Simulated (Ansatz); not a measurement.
Energy profile

The step: SiH₃Br ([SiH3][Br]) + H₂O → SiH₄O ([OH][SiH3]) + HBr; bonds formed: Si1–O7, Br2–H6; bonds broken: Si1–Br2, H6–O7 (atoms numbered as in the saddle structure below).

```
8
angstrom
Si -0.3729 0.4062 -0.5289
Br 0.7880 -1.7121 -1.2228
H -1.5853 -0.1382 -1.1857
H -1.0186 1.3640 0.4434
H 0.5098 1.2576 -1.3465
H 0.9459 -1.0276 0.8858
O 0.5951 -0.1225 1.0548
H 0.1379 -0.0274 1.8999
```

Electronic energies by CCSD(T) at an estimated basis limit (MP2 extrapolated from triple and quadruple zeta, plus CCSD(T) − MP2 in triple zeta), on PBE0-D4/def2-TZVP structures; SiH5BrO, closed shell; no counterpoise correction. Ansatz 0.2.0; basis: def2-TZVPP and def2-QZVPP; cores frozen in the correlated methods. Filled d shells of the heavier atoms are correlated. The def2 sets are not built for correlating such inner shells, so the correlated values are less sure here. Extrapolation: Hartree–Fock as exp(−7.88 √X), correlation as X^−2.97.

Give the profile in kJ/mol, counted from the separated reactants. (An estimate is asked for; the value comes from the calculation.)

By the calculation:
| point | kJ/mol |
| --- | --- |
| separated: SiH3Br (linked as [SiH3][Br]; Si1, Br2, H3, H4, H5; singlet) + H2O (H6, O7, H8; singlet) | 0.0 |
| start structure | -12.5 |
| saddle | 75.7 |
| end structure | -7.8 |
| separated: SiH4O (linked as [OH][SiH3]; Si1, H3, H4, H5, O7, H8; singlet) + HBr (Br2, H6; singlet) | 10.2 |

T1 diagnostic: at most 0.011.

The step is the kind of ligand exchange by which a precursor binds to a hydroxyl group, or is hydrolysed, in atomic layer deposition of oxides.

For scale, one of the runs: CCSD(T)/def2-TZVPP, 191 basis functions, launched by `ansatz run in.yaml --threads 4 --pin off --events-out ev --progress --plain --max-ram 9574MiB`. Time: 50 s of wall clock on 4 CPU threads of an Arm Neoverse V2; the host was shared. Peak host memory: 2.1 GiB.
